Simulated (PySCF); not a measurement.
BeCl (SMILES [Be+][Cl]), charge +1, singlet, geometry from GFN2-xTB (such geometries of metal compounds can be far from the true shape). Base run: PySCF with PBE/STO-3G.

Input for PySCF:
```python
from pyscf import gto, scf, dft

mol = gto.M(
    atom='''
Be   -0.000000   -0.000000   -1.345505
Cl    0.000000    0.000000    0.316589
''',
    basis='sto-3g',
    charge=1,
    spin=0,
    verbose=4,
)

mf = dft.RKS(mol)
mf.xc = 'pbe'
mf.kernel()
```

The base run was repeated with changes; each row names its change, and settings that it needs were set with it.

| change | ΔE vs base (µEh) | grid points | electrons on the grid |
|---|---|---|---|
| base | 0.0 | 32608 | 20.00001 |
| grids.atom_grid = (150, 974) | 7.2 | 149968 | 20.00000 |
| grids.prune = dft.gen_grid.treutler_prune | -0.6 | 30856 | 20.00001 |
| grids.level = 7 | 7.6 | 169336 | 20.00000 |
| grids.becke_scheme = stratmann | 6.7 | 32608 | 20.00000 |
| grids.level = 4 | 7.7 | 56568 | 20.00000 |
| grids.radi_method = gauss_chebyshev | -0.6 | 31488 | 20.00001 |
| grids.atom_grid = (99, 590) | 7.7 | 60600 | 20.00000 |
| grids.atom_grid = (30, 110) | -827 | 4872 | 19.99995 |
| grids.level = 5 | 7.6 | 85168 | 20.00000 |
| grids.level = 2 | -1.5 | 22776 | 20.00001 |
